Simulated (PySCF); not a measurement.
C5H8FNS.
SMILES with atom numbers: `[CH3:1][C@H:2]([F:3])[S:4][CH2:5][CH2:6][C:7]#[N:8]` (hydrogens: H9, H10, H11 on C1; H12 on C2; H13, H14 on C5; H15, H16 on C6)

Structure optimised with GFN2-xTB, isolated species.

(1) What internal coordinates does the optimisation give?

Results:

(1) 
```csv
bond,length (Å)
C1–C2,1.513
C2–F3,1.376
C2–S4,1.830
S4–C5,1.824
C5–C6,1.529
C6–C7,1.441
C7≡N8,1.143
"C1–H9, C1–H10, C1–H11",1.087
C2–H12,1.097
C5–H13,1.091
C5–H14,1.090
C6–H15,1.093
C6–H16,1.094
```

Bonds in one row agree within 0.01 Å and their mean is given. A selection of angles:
```csv
angle,degrees
C2–C1–H9,109.7
H9–C1–H10,109.6
C1–C2–F3,109.9
C1–C2–S4,110.2
C1–C2–H12,112.8
F3–C2–S4,109.9
F3–C2–H12,106.0
S4–C2–H12,108.0
C2–S4–C5,100.4
S4–C5–C6,111.9
S4–C5–H13,108.2
S4–C5–H14,105.1
C6–C5–H13,111.6
C6–C5–H14,110.7
H13–C5–H14,109.1
C5–C6–C7,110.3
C5–C6–H15,110.7
C5–C6–H16,109.8
C7–C6–H15,108.5
C7–C6–H16,109.0
H15–C6–H16,108.4
C6–C7–N8,178.9
```

Dihedral angles: C1–C2–S4–C5 -169° (antiperiplanar); C2–S4–C5–C6 -80° (synclinal); S4–C5–C6–C7 -178° (antiperiplanar).

S4 (sulfide sulfur) is bent (angle 100.4°). The 3 C–C bonds span 1.441 Å (C6–C7, drawn single) to 1.529 Å (C5–C6, drawn single), a spread of 0.088 Å. Of the pairs four or more bonds apart, F3···H15 is among the closest relative to their van der Waals radii: 2.40 Å, 90 % of the sum of Bondi's values.

Point group: C1 (no symmetry element, even within 0.4 Å). No GFN2-xTB frequencies stand behind this structure, so it isn't proved a minimum. One conformer, not necessarily the lowest.

These are computed values.
